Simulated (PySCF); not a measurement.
Unknowns

- shielding tensors at PBE0/pcSseg-1 (GIAO)
- coordinates at the GFN2-xTB level
- run in PySCF 2.14.0 with density-fitted response routines
- one conformer, averaged over atoms made equivalent by symmetry, fast rotation or ring inversion, no solvent model, no relativistic terms

Shifts are taken against calculated references (same method and geometry level): 1H, 13C vs TMS. Where no couplings were computed, multiplicities follow the n + 1 count of equivalent neighbours, and m marks all less simple cases (inequivalent or close neighbours, rings, F or P nearby). Shifts are as computed. Against solution values, carbons near 30 ppm lie about +3 ppm off and those near 130 ppm about +5 ppm. Of 1211 compounds with measured shifts, 218 miss one by over three times the rms of a fit or turn the order of signals round; such compounds aren't used in these exercises.

Q: C7H11N3. 1H NMR (500 MHz, computed): δ 7.70 (s, 1H), 3.13 (m, 1H), 2.99 (q, 2H), 1.28 (t, 3H), 1.04 (m, 2H), 0.88 (m, 2H). 13C{1H} NMR (computed): δ 160.5 (C), 146.7 (CH), 25.7 (CH), 23.1 (CH2), 16.2 (CH3), 9.1 (CH2). Give a structure.

A: `CCc1nncn1C1CC1`. The formula gives 4 degrees of unsaturation (2 rings in the answer). 6 carbon signals for 7 carbons: some carbons are equivalent by symmetry or fast rotation. Carbon types of the structure: 1 × C, 2 × CH, 3 × CH2, 1 × CH3, which accounts for all hydrogens. δC 160.5: substituted aromatic carbon next to a ring nitrogen. δC 146.7: aromatic CH between two ring heteroatoms. δH 7.70: hydrogen on an aromatic CH between two ring heteroatoms; ring-current deshielding. δH 2.99: hydrogen on an sp3 CH2 on an aromatic ring; benzylic-type position, deshielded by the ring.

The shifts were computed for this structure.

Q: C9H12O2. 1H NMR (300 MHz, computed): δ 5.85 (m, 1H), 5.60 (m, 1H), 5.55 (m, 1H), 3.21 (m, 1H), 2.88 (m, 1H), 2.73 (m, 1H), 2.55 (m, 1H), 2.51 (m, 1H), 2.31 (m, 1H), 1.29 (d, 3H). 13C{1H} NMR (computed): δ 217.6, 212.9, 141.7, 128.5, 55.6, 48.0, 45.2, 41.8, 18.6. What is it?

A: SMILES C=C[C@@H]1CC(=O)[C@@H](C)CC1=O. Rings plus π bonds: 4 (1 ring in the answer). 9 carbon signals for 9 carbons: no two carbons are equivalent. Carbon types of the structure: 2 × C, 3 × CH, 3 × CH2, 1 × CH3, which accounts for all hydrogens. δC 217.6, 212.9: ketone carbonyl carbon; the double bond to the heteroatom, with no lone-pair donor beside it, deshields it most. δC 141.7: alkene CH; as expected for a trigonal carbon in a double bond. δC 128.5: terminal =CH2 carbon; as expected for a trigonal carbon in a double bond. δC 18.6: methyl carbon; saturated and bonded to C and H only.

This is the structure that produced the data.

Q: C6H8O. 1H NMR (600 MHz, computed): δ 10.05 (d, 1H), 6.27 (m, 1H), 5.73 (m, 1H), 4.33 (m, 1H), 1.09 (m, 2H), 0.49 (m, 2H). 13C{1H} NMR (computed): δ 194.9 (CH), 169.4 (CH), 129.4 (CH), 18.0 (CH), 13.3 (CH2). Give a structure.

A: SMILES O=C/C=C\C1CC1. Rings plus π bonds: 3 (1 ring in the answer). 5 carbon signals for 6 carbons: some carbons are equivalent by symmetry or fast rotation. Carbon types of the structure: 4 × CH, 2 × CH2, which accounts for all hydrogens. δC 194.9: aldehyde carbonyl carbon; the double bond to the heteroatom, with no lone-pair donor beside it, deshields it most. δC 169.4: β carbon of a C=C–C=O unit; conjugation with the carbonyl draws π density from the β position. δC 129.4: α carbon of a C=C–C=O unit; an sp2 carbon of a C=C bond. δH 10.05: hydrogen on an aldehyde carbonyl carbon; the C=O anisotropy and electron withdrawal place aldehyde protons far downfield.

The shifts were computed for this structure.
